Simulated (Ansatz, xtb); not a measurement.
# CH11NSi3: which of two isomers lies lower

We compare X, `C[SiH2][Si@@H](N)[SiH3]`, a singlet, with Y, `C[Si@@H](N)[SiH2][SiH3]`, a singlet. Both are isolated molecules in the gas phase, relaxed with r2SCAN-D4/def2-SVP, each in the lowest conformer that the search found.

X (Å):

```yaml
atoms:
  - { symbol: C, position_ang: [-2.1269, -0.7602, -2.4755] }
  - { symbol: N, position_ang: [1.8769, 1.5803, -0.3801] }
  - { symbol: Si, position_ang: [-0.9835, 0.7244, -2.2321] }
  - { symbol: Si, position_ang: [0.7561, 0.2721, -0.6977] }
  - { symbol: Si, position_ang: [-0.2046, -0.3574, 1.3525] }
  - { symbol: H, position_ang: [-2.6040, -1.0496, -1.5258] }
  - { symbol: H, position_ang: [-1.5666, -1.6307, -2.8521] }
  - { symbol: H, position_ang: [-2.9241, -0.5292, -3.1999] }
  - { symbol: H, position_ang: [-1.7726, 1.8951, -1.7208] }
  - { symbol: H, position_ang: [-0.4012, 1.1448, -3.5506] }
  - { symbol: H, position_ang: [1.5528, -0.8827, -1.2294] }
  - { symbol: H, position_ang: [1.5026, 2.4020, 0.0891] }
  - { symbol: H, position_ang: [2.4696, 1.8811, -1.1510] }
  - { symbol: H, position_ang: [-0.8955, 0.8221, 1.9664] }
  - { symbol: H, position_ang: [-1.2310, -1.4269, 1.1405] }
  - { symbol: H, position_ang: [0.8138, -0.8605, 2.3254] }
```

Y (Å):

```yaml
atoms:
  - { symbol: C, position_ang: [0.5013, -2.4725, 0.1856] }
  - { symbol: N, position_ang: [2.3120, -0.7027, -1.3075] }
  - { symbol: Si, position_ang: [0.8437, -0.7119, -0.3697] }
  - { symbol: Si, position_ang: [-0.8190, 0.1466, -1.7920] }
  - { symbol: Si, position_ang: [-0.1155, 2.2174, -2.6422] }
  - { symbol: H, position_ang: [1.3186, -2.8429, 0.8274] }
  - { symbol: H, position_ang: [-0.4300, -2.5289, 0.7714] }
  - { symbol: H, position_ang: [0.4132, -3.1478, -0.6797] }
  - { symbol: H, position_ang: [0.8529, 0.1593, 0.8621] }
  - { symbol: H, position_ang: [2.5437, 0.1223, -1.8542] }
  - { symbol: H, position_ang: [3.1597, -1.0849, -0.8944] }
  - { symbol: H, position_ang: [-2.1083, 0.3439, -1.0522] }
  - { symbol: H, position_ang: [-1.0794, -0.7849, -2.9377] }
  - { symbol: H, position_ang: [-1.0927, 2.8121, -3.6052] }
  - { symbol: H, position_ang: [0.0967, 3.1837, -1.5195] }
  - { symbol: H, position_ang: [1.1927, 2.0485, -3.3536] }
```

**Question.** Estimate E(Y) − E(X) at the level CCSD(T)/def2-SVP + ΔMP2/def2-TZVPP.

**Answer.** Calculated at CCSD(T)/def2-SVP + ΔMP2/def2-TZVPP: E(Y) − E(X) = −3.7 kcal/mol, so structure Y lies lower.

The same difference at several levels:

```tsv
level	geometry	E(Y) − E(X) (kcal/mol)	departure from the last row (kcal/mol)	job, with rough time for the two
GFN2-xTB	GFN2-xTB	+0.1	+3.8	optimisation, 0.38 s
HF/STO-3G	GFN2-xTB	−3.5	+0.2	single point, 0.48 s
r2SCAN-D4/def2-SVP//GFN2-xTB	GFN2-xTB	−4.6	−0.9	single point, 7.2 s
r2SCAN-D4/def2-SVP	r2SCAN-D4/def2-SVP	−3.7	0.0	optimisation, 1.8 min
HF/def2-SVP	r2SCAN-D4/def2-SVP	−3.9	−0.2	part of the CCSD(T) run
MP2/def2-SVP	r2SCAN-D4/def2-SVP	−4.2	−0.5	part of the CCSD(T) run
CCSD(T)/def2-SVP	r2SCAN-D4/def2-SVP	−4.0	−0.3	single point
CCSD(T)/def2-SVP + ΔMP2/def2-TZVPP	r2SCAN-D4/def2-SVP	−3.7		single point, 83 s
```

As drawn, both hold the same kinds of bond in the same numbers.

GFN2-xTB finds them nearly level. The largest departure from CCSD(T)/def2-SVP + ΔMP2/def2-TZVPP is that of GFN2-xTB, 3.8 kcal/mol. The last row adds to CCSD(T) the change of the MP2 difference between the two basis sets, here +0.3 kcal/mol.

With thermal terms from frequencies at re-optimised GFN2-xTB minima (ideal gas, soft modes damped towards free rotors, one conformer each, 298.15 K, 1 atm): on the last row, ΔE + ΔZPE = −3.7, ΔH = −3.8, ΔG = −3.7 kcal/mol.

The correlated steps freeze 17 core orbitals. Run with Ansatz 0.2.0, xtb 6.7.1; the last row on 2 threads of Arm Neoverse V2 on a shared host.
